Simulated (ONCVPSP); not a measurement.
**Ir (Z = 77): ONCV pseudisation with LDA (Perdew-Zunger), scalar-relativistic reference atom.**

| Item | Value |
| --- | --- |
| Element | Ir |
| Generator | ONCVPSP 4.0.1 |
| Type | optimised norm-conserving Vanderbilt (ONCV) |
| Functional | LDA (Perdew-Zunger) |
| Relativity | scalar-relativistic |
| Frozen core | [Kr] 4d10 |
| Valence charge | 31 |
| Reference configuration | 4f14 5s2 5p6 5d7 6s1 (charge +1) |
| Partial waves | 5s+6s: rc 1.60 bohr, ncon 4, nbas 8, qcut 6.7 1/bohr, 2 projectors; 5p: rc 1.65 bohr, ncon 4, nbas 8, qcut 9.6 1/bohr, 2 projectors, debl 1 Ha; 5d: rc 1.70 bohr, ncon 4, nbas 7, qcut 6.7 1/bohr, 3 projectors, debl 1.9 Ha; 4f: rc 0.50 bohr, ncon 5, nbas 9, qcut 21.8 1/bohr, 1 projector |
| Local potential | polynomial inside 0.35 bohr (lpopt 5, dvloc0 0 Ha) |
| Core correction | none |

In the p channel the program set the typed energies aside and used -2.327, 0.250 Ha.

(1) Estimate the cutoffs (Ha) at which the residual kinetic energy of the hardest occupied pseudo-wave falls to 1 and 0.1 mHa per electron.

(2) Does the potential have ghost states?

(3) Which valence shell sets the plane-wave cutoff?

(4) Tests: 4f14 5s2 5p6 5d7 6s2; 4f14 5s2 5p6 5d7 6s0; 4f14 5s2 5p6 5d6 6s0; 4f14 5s1 5p6 5d7 6s2. Which has the largest error in its energy relative to the reference configuration, and how large is it?

Results:

(1) 1382 Ha and 1502 Ha.

(2) Ghosts flagged at negative energy: s at -2585.4 eV, s at -291.1 eV, p at -1574.1 eV, d at -316.4 eV; GHOST(+) flagged for p at 223.7 eV. A true bound ghost makes a file unfit for plane-wave use.

(3) 4f: 1382 Ha for 1 mHa per electron, against 27 Ha for 5p.

(4) 4f14 5s1 5p6 5d7 6s2, with -262 meV (all-electron minus pseudo) on +94.99 eV.
